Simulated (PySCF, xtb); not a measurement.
WCl2, SMILES [Cl][W][Cl] (connectivity only; charge and spin as stated), neutral, multiplicity 3.

Harmonic wavenumbers (cm⁻¹) from GFN2-xTB in xtb 6.7.1 at its own minimum, in rising order: 100, 100, 408, 473.

Question: What does PBE-D3(BJ)/def2-TZVP in PySCF give at its own minimum? (An estimate is asked for; the answer gives what the named calculation found.)

Answer: 32, 32, 406, 417. Paired by order, the mean absolute difference is 48 cm⁻¹ and the zero-point energies are 1.5 and 1.3 kcal/mol.
